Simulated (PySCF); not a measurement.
Species: C5H5FO2.
Bonds: O1–C2 (double), C2–C3, C3–C4, C4–C5, C5–C6 (double), C6–F7, C6–O8, C2–O8. Hydrogens: H9, H10 on C3; H11, H12 on C4; H13 on C5.

Computed, not measured: PySCF, PBE0-D3(BJ)/def2-SVP geometry optimisation, gas phase.

**Question.** List the bond lengths, angles and torsions at this level.

**Answer.** 
```json
{"bond": "O1=C2", "length (Å)": "1.189", "order": "double"}
{"bond": "C2–C3", "length (Å)": "1.506", "order": "single"}
{"bond": "C3–C4", "length (Å)": "1.525", "order": "single"}
{"bond": "C4–C5", "length (Å)": "1.498", "order": "single"}
{"bond": "C5=C6", "length (Å)": "1.331", "order": "double"}
{"bond": "C6–F7", "length (Å)": "1.312", "order": "single"}
{"bond": "C6–O8", "length (Å)": "1.350", "order": "single"}
{"bond": "C2–O8", "length (Å)": "1.379", "order": "single"}
{"bond": "C3–H9, C3–H10", "length (Å)": "1.101", "order": "single"}
{"bond": "C4–H11, C4–H12", "length (Å)": "1.103", "order": "single"}
{"bond": "C5–H13", "length (Å)": "1.089", "order": "single"}
```

Bonds in one row agree within 0.01 Å and their mean is given. Orders are formal, as drawn. A selection of angles:
```json
{"angle": "O1–C2–C3", "degrees": "126.4"}
{"angle": "O1–C2–O8", "degrees": "118.5"}
{"angle": "C3–C2–O8", "degrees": "115.0"}
{"angle": "C2–C3–C4", "degrees": "113.1"}
{"angle": "C3–C4–C5", "degrees": "109.3"}
{"angle": "C4–C5–C6", "degrees": "118.3"}
{"angle": "C5–C6–F7", "degrees": "124.6"}
{"angle": "C5–C6–O8", "degrees": "125.8"}
{"angle": "F7–C6–O8", "degrees": "109.5"}
{"angle": "C2–O8–C6", "degrees": "120.6"}
```

Dihedral angles: O1–C2–C3–C4 142° (anticlinal); C2–C3–C4–C5 48° (synclinal); C3–C4–C5–C6 -28° (synperiplanar); C4–C5–C6–F7 180° (antiperiplanar); C5–C6–O8–C2 12° (synperiplanar); O1–C2–O8–C6 -172° (antiperiplanar). The mirror-image conformer, all signs reversed, is as good.

The 3 C–O bonds span 1.189 Å (O1=C2, drawn double) to 1.379 Å (C2–O8, drawn single), a spread of 0.190 Å. O8 (ester single-bonded oxygen) is bent (angle 120.6°). The 6-membered ring C2–C3–C4–C5–C6–O8 has internal angles of 109.3° to 125.8°; it is puckered, 0.17 Å rms from its mean plane, widest ring torsion 48°. The 4 C–C bonds span 1.331 Å (C5=C6, drawn double) to 1.525 Å (C3–C4, drawn single), a spread of 0.194 Å. Of the pairs four or more bonds apart, C6···H9 is among the closest relative to their van der Waals radii: 2.99 Å, 103 % of the sum of Bondi's values.

Point group: C1 (no symmetry element, even within 0.4 Å). No PBE0-D3(BJ)/def2-SVP frequencies stand behind this structure, so it isn't proved a minimum. One conformer, not necessarily the lowest.
